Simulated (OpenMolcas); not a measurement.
# What dynamic correlation does to the levels of Zr II

```yaml
Program: OpenMolcas 26.06
Basis: ANO-RCC-VTZP [7s6p4d2f1g]
Scalar_Hamiltonian: DKH2, point nucleus
Active_space: 3 electrons in 6 orbitals (4d 5s)
State_averaging: 2S+1 = 4 even, 20 roots; 2S+1 = 2 even, 70 roots
Spin-orbit_coupling: RASSI with atomic mean-field integrals over the reference wave functions, term energies averaged over their components
```

Methods on the same reference wave functions:
A. CASSCF
B. SS-CASPT2, IPEA 0.25 Eh, imaginary shift 0.1 Eh (closed shells correlated: 4s 4p)
C. MS-CASPT2, IPEA 0.25 Eh, imaginary shift 0.1 Eh (closed shells correlated: 4s 4p)

Energies in cm-1 above 4d2 5s 4F 3/2, the measured ground level; measured values from NIST Handbook of Basic Atomic Spectroscopic Data.

| Level | A | B | C | Measured |
| --- | --- | --- | --- | --- |
| 4d2 5s 4F 3/2 | 0.0 | 0.0 | 0.0 | 0.0 |
| 4d2 5s 4F 5/2 | 303 | 305 | 305 | 315 |
| 4d2 5s 4F 7/2 | 725 | 736 | 737 | 763 |
| 4d2 5s 4F 9/2 | 1254 | 1270 | 1271 | 1323 |
| 4d3 4F 3/2 | 3387 | 2810 | 2810 | 2572 |
| 4d3 4F 5/2 | 3719 | 3190 | 3200 | 2895 |
| 4d3 4F 7/2 | 4147 | 3660 | 3660 | 3300 |
| 4d3 4F 9/2 | 4647 | 4150 | 4150 | 3758 |
| 4d2 5s 2D 3/2(1) | 6406 | 4050 | 3670 |  |
| 4d2 5s 2D 5/2(1) | 6711 | 4240 | 3920 |  |
| 4d3 2P 1/2 | 7940 | 5620 | 5530 |  |
| 4d3 2P 3/2 | 8364 | 6030 | 5910 |  |
| 4d2 5s 4P 1/2 | 9322 | 8060 | 8060 |  |
| 4d2 5s 4P 3/2 | 9531 | 8260 | 8260 |  |
| 4d2 5s 2F 5/2 | 9567 | 5370 | 5150 | 5753 |
| 4d2 5s 4P 5/2 | 9855 | 8570 | 8560 |  |
| 4d2 5s 2F 7/2 [73 %] | 10184 | 5960 | 5820 | 6468 |
| 4d3 2G 7/2 [73 %] | 10330 | 8260 | 8240 |  |
| 4d3 2G 9/2 | 10603 | 8580 | 8520 |  |
| 4d3 4P 1/2 | 12783 | 10250 | 10250 |  |
| 4d3 4P 3/2 | 12987 | 10450 | 10440 |  |
| 4d3 4P 5/2 | 13221 | 10680 | 10680 |  |
| 4d3 2H 9/2 | 15838 | 12960 | 12940 |  |
| 4d3 2H 11/2 | 16210 | 13350 | 13350 |  |

Deviations, from unrounded energies. A percentage is the sum of absolute deviations over the sum of measured energies, with the sign that they share, or ± where signs differ.

```
                        Against measurement  Levels      A      B      C
             mean absolute deviation (cm-1)       9   1200    250    290
      fine structure of the ground term (%)       3   -5.0   -3.7   -3.6
other terms of the ground configuration (%)       2  +61.6   -7.3  -10.3
                   other configurations (%)       4  +26.9  +10.3  +10.3
```

B lies closest to measurement on these levels and A furthest from it. The largest miss of B in the table is 4d2 5s 2F 7/2 [73 %], by -510 cm-1. The ranking rests on the paired levels alone, and a cruder setting can come out closer through cancelling errors.

Between B and C the level of the table that moves most is 4d2 5s 2D 3/2(1), by 380 cm-1 (lowest in C, highest in B). Moves below CASPT2's spread within the term are not significant.

The mean deviations of B to C differ by less than CASPT2's widest spread within a term (1200 cm-1), so their order carries little weight.

From A to B the spin-free energies of the other terms of 4d2 5s shown, above 4F, scale by factors of 0.53 to 0.86.

The lowest spin-free term lies below A's lowest term by 0.287 hartree in B, 0.287 hartree in C.

CASPT2 does not keep the components of a term degenerate, so their means are used; among the terms shown or strongly mixed into the levels shown the widest spread is 1200 cm-1 (4d2 5s 2F, C). Over all roots computed the reference weight is 0.87 to 0.93 in B, 0.87 to 0.93 in C; the roots of lowest weight are the least certain, and an intruder state may touch them. Configurations are named by rounded mean occupations; where the s occupation lies near a half they are strongly mixed, a name can repeat and a true partner stay unpaired. A single d shell beside an s shell can misplace configurations of different d count against each other. The CASPT2 spread within a term exceeds the gap to the next term for 4d2 5s 2F and 4d3 2P, so the order of their levels is uncertain (figures for B; the like holds for C). Without dynamic correlation excited terms often stand tens of per cent too high (terms of higher spin than the ground term too low), and those without a measured partner can miss by more than the paired ones (holds for A). Computed and measured levels are paired by configuration, term and J; levels that our copy of the source lacks, or whose pairing is in doubt (as where it misses far off the trend of its configuration), stay unpaired and out of the deviations. Levels of configurations outside the active space are missing. Levels that lie high or do not pair safely by name in every column are left out.

A share in square brackets marks a mixed level and gives the weight of the term that names it, the lowest over the columns. A number in round brackets counts repeated terms of one configuration in the order of the reference energies.
